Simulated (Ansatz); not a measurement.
Geometry optimisation, RKS B3LYP/def2-SVP in Ansatz.

Input:

```yaml
crystal:
  periodic: [false, false, false]
  atoms:
    - { symbol: Ti, position_ang: [0.0, 0.0, 0.0] }
    - { symbol: F, position_ang: [0.0, 0.0, 1.83] }
    - { symbol: F, position_ang: [1.7257, 0.0, -0.6094] }
    - { symbol: F, position_ang: [-0.8619, 1.4933, -0.6094] }
    - { symbol: F, position_ang: [-0.8619, -1.4933, -0.6094] }
basis:
  gaussian: { orbitals: def2-SVP }
hamiltonian:
  xc: b3lyp
relax:
  f_tol: 0.02
  max_steps: 40
```

Launched with:

```bash
$ ansatz run input.yaml --threads 1 --pin off --max-ram 2048MiB --backend cpu --events-out ev --progress --plain --runs-dir out
```

Problem. Where does it end, and by what steps?

Solution. It converged. After 3 steps the energy has fallen by 0.573 eV; F3 moved furthest, 0.09 Å.

```json
{"step": "0", "energy less start (eV)": "0.0000", "largest force component (eV/Å)": "2.786", "accepted": "yes"}
{"step": "1", "energy less start (eV)": "-0.5305", "largest force component (eV/Å)": "0.867", "accepted": "yes"}
{"step": "2", "energy less start (eV)": "-0.5720", "largest force component (eV/Å)": "0.149", "accepted": "yes"}
{"step": "3", "energy less start (eV)": "-0.5732", "largest force component (eV/Å)": "0.003", "accepted": "yes"}
```

```xyz
5
Properties=species:S:1:pos:R:3
Ti 0.000 0.000 0.000
F 0.000 0.000 1.735
F 1.636 0.000 -0.578
F -0.817 1.417 -0.578
F -0.817 -1.417 -0.578
```

Run time: 8.9 s on 1 thread of AMD EPYC 9R45 96-Core Processor (Zen 5), with other jobs on the host, peak memory 0.21 GiB.
